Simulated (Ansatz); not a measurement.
Steps of a relaxation of `[SiH3][Al]1[CH2]C[O]1` with RKS PBE0-D4/def2-TZVP.

```sh
$ ansatz run in.yaml --threads 4 --pin off --events-out ev --progress --plain --max-ram 10444MiB
```

```yaml
crystal:
  periodic: [false, false, false]
  atoms:
    - {symbol: Si, position_ang: [-1.729396, 1.872772, -0.996449]}
    - {symbol: Al, position_ang: [-0.157013, 0.171040, -0.176245]}
    - {symbol: C, position_ang: [0.915095, -0.608754, 1.295247]}
    - {symbol: C, position_ang: [1.266081, -1.630495, 0.179446]}
    - {symbol: O, position_ang: [0.565220, -1.194727, -1.015621]}
    - {symbol: H, position_ang: [-1.589233, 3.155256, -0.215540]}
    - {symbol: H, position_ang: [-1.506590, 2.181278, -2.454855]}
    - {symbol: H, position_ang: [-3.151284, 1.394451, -0.833379]}
    - {symbol: H, position_ang: [0.381452, -1.039007, 2.166572]}
    - {symbol: H, position_ang: [1.780618, -0.024713, 1.667768]}
    - {symbol: H, position_ang: [0.941830, -2.663088, 0.443871]}
    - {symbol: H, position_ang: [2.360220, -1.669211, -0.026715]}
basis:
  gaussian: {orbitals: def2-TZVP}
hamiltonian: {xc: pbe0, dispersion: d4}
relax: {f_tol: 0.005, max_steps: 150}
```

Positions (Å) and forces (eV/Å) along the path, 12 of 31 steps:

```xyz
12
step=1 energy=-18701.0266 eV
Si   -1.729    1.873   -0.996   -0.191    0.198   -0.088
Al   -0.157    0.171   -0.176    0.502   -0.735   -0.134
C     0.915   -0.609    1.295   -0.008    0.101    0.193
C     1.266   -1.630    0.179    0.220   -0.315    0.000
O     0.565   -1.195   -1.016   -0.132    0.468    0.691
H    -1.589    3.155   -0.216   -0.026   -0.267   -0.164
H    -1.507    2.181   -2.455   -0.041   -0.069    0.312
H    -3.151    1.394   -0.833    0.302    0.098   -0.031
H     0.381   -1.039    2.167    0.283    0.191   -0.472
H     1.781   -0.025    1.668   -0.430   -0.314   -0.208
H     0.942   -2.663    0.444    0.112    0.564   -0.167
H     2.360   -1.669   -0.027   -0.591    0.080    0.069
12
step=3 energy=-18701.0822 eV
Si   -1.714    1.858   -0.989    0.012   -0.017    0.011
Al   -0.150    0.154   -0.174    0.018   -0.023   -0.023
C     0.904   -0.601    1.288   -0.020    0.027   -0.008
C     1.258   -1.617    0.181    0.016   -0.002    0.015
O     0.553   -1.185   -1.001   -0.031    0.030    0.001
H    -1.571    3.125   -0.219    0.001    0.010    0.003
H    -1.493    2.158   -2.429    0.001    0.004   -0.009
H    -3.118    1.386   -0.824   -0.012    0.002    0.001
H     0.382   -1.033    2.142   -0.008   -0.013    0.009
H     1.757   -0.029    1.654    0.009    0.003    0.002
H     0.938   -2.632    0.437   -0.005   -0.019    0.002
H     2.331   -1.640   -0.032    0.020   -0.001   -0.006
12
step=5 energy=-18701.0824 eV
Si   -1.715    1.858   -0.989    0.018   -0.018    0.007
Al   -0.150    0.146   -0.185   -0.014    0.013   -0.001
C     0.898   -0.601    1.286   -0.003    0.000   -0.014
C     1.263   -1.618    0.183    0.001   -0.002    0.004
O     0.557   -1.193   -1.004   -0.002    0.005    0.006
H    -1.554    3.124   -0.220    0.002    0.002    0.002
H    -1.505    2.159   -2.432   -0.001    0.000   -0.005
H    -3.121    1.398   -0.812   -0.003   -0.001    0.001
H     0.371   -1.034    2.137   -0.002   -0.003   -0.001
H     1.747   -0.025    1.658    0.003    0.000    0.001
H     0.949   -2.635    0.439    0.000    0.001   -0.001
H     2.337   -1.633   -0.028    0.001    0.002    0.000
12
step=7 energy=-18701.0825 eV
Si   -1.713    1.857   -0.989   -0.003    0.001   -0.001
Al   -0.152    0.146   -0.184    0.002    0.000    0.005
C     0.894   -0.603    1.288   -0.004    0.003   -0.006
C     1.265   -1.615    0.181    0.003   -0.001    0.003
O     0.560   -1.189   -1.005    0.000    0.001   -0.001
H    -1.540    3.127   -0.231    0.001    0.000   -0.001
H    -1.514    2.146   -2.436    0.000   -0.001    0.000
H    -3.120    1.406   -0.796    0.000    0.001    0.001
H     0.363   -1.042    2.134    0.000   -0.001    0.000
H     1.739   -0.028    1.666    0.000   -0.001    0.001
H     0.956   -2.634    0.434    0.001   -0.001   -0.001
H     2.340   -1.624   -0.027    0.000    0.000    0.000
12
step=11 energy=-18701.0830 eV
Si   -1.712    1.857   -0.990    0.000    0.000    0.000
Al   -0.151    0.146   -0.184   -0.001   -0.001    0.001
C     0.869   -0.621    1.295    0.000   -0.001   -0.001
C     1.281   -1.603    0.176    0.002   -0.001    0.001
O     0.595   -1.163   -1.016    0.001    0.002    0.000
H    -1.473    3.155   -0.299    0.000    0.000   -0.001
H    -1.579    2.077   -2.457   -0.001   -0.001    0.000
H    -3.118    1.450   -0.708    0.000    0.000    0.001
H     0.324   -1.086    2.118   -0.001    0.000    0.000
H     1.698   -0.044    1.707    0.000    0.000    0.000
H     0.982   -2.633    0.400    0.000    0.000   -0.001
H     2.360   -1.592   -0.008   -0.001    0.000    0.001
12
step=14 energy=-18701.0832 eV rejected
Si   -1.711    1.858   -0.990   -0.003   -0.001   -0.008
Al   -0.150    0.146   -0.186    0.005    0.005    0.003
C     0.859   -0.629    1.297    0.001   -0.006   -0.001
C     1.288   -1.599    0.175   -0.003    0.004    0.002
O     0.616   -1.150   -1.022   -0.003    0.001   -0.001
H    -1.448    3.168   -0.330    0.004   -0.004    0.002
H    -1.609    2.049   -2.463   -0.002   -0.002    0.003
H    -3.114    1.470   -0.669    0.003    0.000    0.000
H     0.308   -1.104    2.110    0.001    0.000   -0.001
H     1.680   -0.051    1.723   -0.002    0.001    0.000
H     0.990   -2.631    0.385    0.001    0.002   -0.001
H     2.369   -1.582    0.004   -0.002    0.001    0.000
12
step=15 energy=-18701.0832 eV
Si   -1.711    1.857   -0.991    0.000    0.000    0.000
Al   -0.150    0.148   -0.185    0.000   -0.001   -0.001
C     0.859   -0.629    1.298    0.002   -0.002   -0.001
C     1.287   -1.598    0.174   -0.001    0.001    0.001
O     0.615   -1.148   -1.022    0.001    0.000    0.001
H    -1.445    3.166   -0.330    0.000    0.000   -0.001
H    -1.610    2.048   -2.464   -0.001   -0.001    0.001
H    -3.114    1.470   -0.669    0.001    0.001    0.001
H     0.309   -1.104    2.111   -0.001    0.000   -0.001
H     1.680   -0.051    1.723   -0.001    0.000    0.000
H     0.990   -2.631    0.384    0.001    0.001    0.000
H     2.368   -1.581    0.003   -0.001    0.000    0.000
12
step=16 energy=-18701.0834 eV
Si   -1.711    1.856   -0.991   -0.028    0.028   -0.014
Al   -0.148    0.148   -0.187    0.011   -0.016   -0.007
C     0.842   -0.641    1.302    0.005   -0.002   -0.002
C     1.299   -1.592    0.172   -0.006    0.007    0.000
O     0.645   -1.129   -1.030   -0.005    0.011    0.021
H    -1.403    3.181   -0.378   -0.002   -0.023   -0.008
H    -1.659    2.006   -2.473    0.003   -0.007    0.025
H    -3.109    1.502   -0.611    0.028    0.003   -0.003
H     0.283   -1.132    2.099    0.005    0.003   -0.008
H     1.652   -0.062    1.748   -0.010   -0.007   -0.004
H     1.004   -2.629    0.362    0.005    0.004   -0.001
H     2.383   -1.564    0.021   -0.006   -0.001    0.002
12
step=21 energy=-18701.0839 eV
Si   -1.709    1.857   -0.993   -0.022    0.021   -0.008
Al   -0.148    0.146   -0.190    0.009   -0.007   -0.005
C     0.805   -0.670    1.309    0.002   -0.001    0.002
C     1.322   -1.573    0.167    0.001   -0.002   -0.001
O     0.699   -1.088   -1.042   -0.004    0.007    0.012
H    -1.311    3.205   -0.494   -0.003   -0.021   -0.005
H    -1.766    1.910   -2.480    0.003   -0.005    0.021
H    -3.084    1.582   -0.484    0.021    0.004   -0.007
H     0.227   -1.198    2.068    0.005    0.004   -0.006
H     1.585   -0.089    1.804   -0.008   -0.006   -0.004
H     1.047   -2.622    0.314    0.003    0.007    0.000
H     2.410   -1.516    0.055   -0.007   -0.001    0.002
12
step=27 energy=-18701.0841 eV
Si   -1.709    1.858   -0.993   -0.007    0.008   -0.002
Al   -0.148    0.147   -0.190   -0.001    0.002    0.000
C     0.785   -0.686    1.313   -0.001   -0.004    0.001
C     1.335   -1.561    0.165    0.004   -0.002    0.005
O     0.726   -1.063   -1.047    0.001    0.000   -0.002
H    -1.261    3.213   -0.564   -0.004   -0.011   -0.003
H    -1.826    1.852   -2.478    0.001   -0.001    0.012
H    -3.066    1.633   -0.417    0.010    0.003   -0.005
H     0.196   -1.236    2.048    0.004    0.003   -0.003
H     1.547   -0.108    1.837   -0.003   -0.002   -0.003
H     1.074   -2.617    0.287    0.000    0.005    0.000
H     2.424   -1.486    0.073   -0.004   -0.001    0.001
12
step=28 energy=-18701.0841 eV
Si   -1.709    1.858   -0.993   -0.008    0.009   -0.005
Al   -0.148    0.146   -0.190    0.000    0.004    0.004
C     0.781   -0.690    1.313   -0.002   -0.005    0.000
C     1.338   -1.559    0.164    0.005   -0.001    0.006
O     0.733   -1.058   -1.048   -0.001    0.000   -0.004
H    -1.253    3.216   -0.579   -0.001   -0.011   -0.002
H    -1.837    1.840   -2.476    0.000    0.000    0.010
H    -3.062    1.644   -0.404    0.009    0.001   -0.004
H     0.190   -1.244    2.043    0.003    0.002   -0.002
H     1.539   -0.112    1.843   -0.002   -0.001   -0.003
H     1.079   -2.616    0.282    0.000    0.004    0.000
H     2.427   -1.480    0.078   -0.003   -0.001    0.000
12
step=31 energy=-18701.0842 eV
Si   -1.709    1.858   -0.993   -0.002    0.001   -0.001
Al   -0.148    0.147   -0.191    0.003   -0.002   -0.002
C     0.772   -0.697    1.314   -0.001   -0.002   -0.001
C     1.344   -1.554    0.164   -0.001    0.002   -0.001
O     0.747   -1.047   -1.050   -0.001    0.002    0.003
H    -1.233    3.217   -0.609    0.000   -0.002    0.000
H    -1.865    1.819   -2.473    0.000    0.000    0.001
H    -3.052    1.665   -0.376    0.002    0.000   -0.001
H     0.177   -1.259    2.035    0.001    0.000    0.000
H     1.522   -0.119    1.855    0.000    0.001    0.000
H     1.088   -2.613    0.271    0.000    0.000    0.000
H     2.433   -1.470    0.088    0.000    0.000    0.000
```

It took 2 min on 4 threads of an Arm Neoverse V1 on a shared host, with 0.58 GiB of host memory at the peak.
